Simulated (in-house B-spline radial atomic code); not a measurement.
Pb²⁺. Computed with a B-spline radial atomic code. Model: non-relativistic spherical atom: semilocal Troullier-Martins pseudo-atom, one channel per l, against all electrons, high spin, G0W0 and RPA with empty states to l = 8, local potential for every l without a channel, a model core (radius 0 = none) keeps its share of the functional.

The core holds an angular momentum without a channel of its own, so the local potential lets valence electrons into it.

Without relativity these are model numbers for so heavy an element.

What the tables leave out is listed at the end.

The pseudopotential gives back the lowest level of each angular momentum of its own functional in the configuration it was made in; a second state of the same l is only approximately right. Exact exchange, RPA and GW see the smooth pseudo-orbitals and miss the exchange with the core, for which the functional's share stands in. The column with an uncorrelated core keeps all orbitals and exact exchange, and so separates missing core correlation from pseudisation. Only the three outermost levels and the lowest empty one were computed. RPA here is direct RPA, with no exchange kernel, and its energies carry an (l + 1/2)⁻⁴ tail. A hybrid on a potential with a model core restores only its own semilocal share of the core's exchange.

Command:
```bash
python run_psgw.py task.json out
```
Settings (lengths in bohr, energies in hartree):
```
Z                      82
electrons              80
configuration          [Xe] 4f14 5d10 6s2
generated_in           [Xe] 4f14 5d10 6s2 6p2
functional             lda,vwn
core_shells            12
radius_factor          0.8
core_correction        True
ion_configuration      [Xe] 4f14 5d10 6s1
```

Run time, properties included: 92 s on 1 thread of Arm Neoverse N1 (shared host).

Given: made with LDA VWN5; model core radius 0.938 bohr; local radius 1.051 bohr; mean-field start LDA VWN5.

Valence shells of the generating configuration: 5d, 6s, 6p.

Channel: s 1.777, p 2.169, d 0.854 (radii in bohr).

Computed: largest level miss in the spin-unpolarised generating configuration 0.001 eV; valence RPA correlation energy pseudo -1.1932 hartree; all-electron RPA polarisability, core included 16.041 bohr³; pseudo-atom RPA polarisability 16.034 bohr³; ionisation by mean-field pseudo minus all -0.001 eV; ionisation by RPA all-electron 28.526 eV; ionisation by RPA pseudo minus all 0.988 eV.

| level | occupied | mean-field all-electron (eV) | mean-field pseudo minus all (eV) | G0W0 all-electron (eV) | G0W0 uncorrelated core minus all (eV) | G0W0 pseudo minus all (eV) | exchange self-energy all-electron (eV) | exchange self-energy pseudo (eV) |
| --- | --- | --- | --- | --- | --- | --- | --- | --- |
| 6s | 1 | -24.419 | 0.009 | -28.536 | 0.11 | -0.749 | -15.093 | -13.194 |
| 5d | 1 | -40.948 | 0.13 | -48.366 | -0.332 | 2.642 | -41.72 | -24.751 |
| 6p (empty) | 0 | -17.339 | -0.003 | -13.954 | 0.074 | -0.451 | -5.3441 | -4.5521 |

**Question.** What is the ionisation by mean-field all-electron?

**Answer.** 28.682 eV.

**Question.** What is the valence RPA correlation energy all-electron orbitals?

**Answer.** -0.66035 hartree.

Given: mean-field start PBE0.

Computed: valence RPA correlation energy all-electron orbitals -0.62167 hartree; valence RPA correlation energy pseudo -1.1384 hartree; pseudo-atom RPA polarisability 14.984 bohr³; ionisation by mean-field pseudo minus all 0.254 eV; ionisation by RPA all-electron 28.348 eV; ionisation by RPA pseudo minus all 0.93 eV.

```csv
level,occupied,mean-field all-electron (eV),mean-field pseudo minus all (eV),G0W0 all-electron (eV),G0W0 uncorrelated core minus all (eV),G0W0 pseudo minus all (eV),exchange self-energy all-electron (eV),exchange self-energy pseudo (eV)
6s,1,-24.8,-0.232,-28.381,0.112,-0.745,-14.79,-13.115
6p (empty),0,-16.075,-0.349,-13.942,0.069,-0.401,-4.9566,-4.5254
```

**Question.** What is the ionisation by mean-field all-electron?

**Answer.** 27.873 eV.

**Question.** What is the all-electron RPA polarisability, core included?

**Answer.** 15.05 bohr³.

Among the listed levels the largest G0W0 shift of the pseudo-atom is +2.64 eV, for 5d on the LDA VWN5 start, while leaving the core uncorrelated moves that level by -0.33 eV. So pseudisation and the lost core exchange, not the missing core correlation, make the error. Not in the tables (levels of low weight, unsolved or above zero; the highest and the empty levels are kept at any weight): on PBE0 the G0W0 levels 5d (pseudo minus all +3.30 eV, weights 0.89 and 0.53); no Hartree-Fock pseudo-atom is run with a model core.
